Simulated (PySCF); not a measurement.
# How the method changes the constants of CaSn⁻

State: ⁴Σ⁻ (quartet), unpaired electrons σ ↑, π ↑↑. Set-up: Ca def2-SVPD, Sn def2-SVPD with ECP28; scalar-relativistic core potentials (PySCF 2.14). De refers to Ca + Sn⁻ in their high-spin ground configurations, without counterpoise correction. The functionals are run spin-unrestricted. A positive dipole points towards Sn; it is taken about the centre of mass and depends on that origin.

| Level | Re (Å) | ωe (cm⁻¹) | De (eV) | μ (D) |
| --- | --- | --- | --- | --- |
| ROHF | 3.436 | 109 | n/a | 6.61 |
| ROHF-MP2 | 3.327 | 122 | 1.06 | n/a |
| ROHF-SCS-MP2 | 3.342 | 121 | 1.02 | n/a |
| ROHF-CCSD | 3.337 | 122 | 1.10 | n/a |
| ROHF-CCSD(T) | 3.318 | 126 | 1.15 | n/a |
| PBE | 3.134 | 155 | 1.55 | 4.99 |
| BLYP | 3.163 | 149 | n/a | 4.54 |
| r²SCAN | 3.137 | 155 | 1.51 | 5.28 |
| PBE0 | 3.162 | 148 | 1.40 | 5.20 |
| r²SCAN0 | 3.168 | 148 | 1.39 | 5.29 |
| M06-2X | 3.249 | 133 | 1.25 | 5.06 |
| LC-ωPBE | 3.194 | 139 | 1.26 | 6.06 |

(1) Which functional lies closest to ROHF-CCSD(T) in De, which farthest, and by how much do they differ from it?

(2) What does a quarter of exact exchange do here, going from PBE to PBE0?

(3) What does the step from GGA to meta-GGA do here, going from PBE to r²SCAN?

Correlated steps freeze 9 core orbitals. Correlated levels converge slowly with the basis: in double zeta they bind strong bonds too weakly, by up to about 1 eV, and carry superposition errors of some tenths. These are scalar-relativistic numbers at best; spin–orbit coupling would shift them, the dissociation energy most. For an ion De counts to the pair picked by the measured ionisation energies or electron affinities, which need not be the lowest pair at this level. The highest Kohn–Sham level is positive in this anion. Much of that is self-interaction error, but it also means that the finite basis helps to hold the extra electron. The state was picked by a PBE0 search and need not be the measured ground state.

Answers

(1) Closest is M06-2X (-6.9 pm in Re, +5.6 % in ωe, +0.10 eV in De against ROHF-CCSD(T) in the same basis), farthest PBE (-18.4 pm in Re, +23.0 % in ωe, +0.40 eV in De). CCSD(T) converges more slowly with the basis than the functionals do and binds too weakly in this one, so the order can change at the basis-set limit.

(2) PBE0 less PBE: +2.8 pm in Re, -4.5 % in ωe, -0.15 eV in De. Exact exchange removes part of the self-interaction that spreads semilocal densities, and in most molecules shortens and stiffens the bond and lowers De; here Re and ωe go the other way.

(3) r²SCAN less PBE: +0.3 pm in Re, +0.0 % in ωe, -0.04 eV in De.
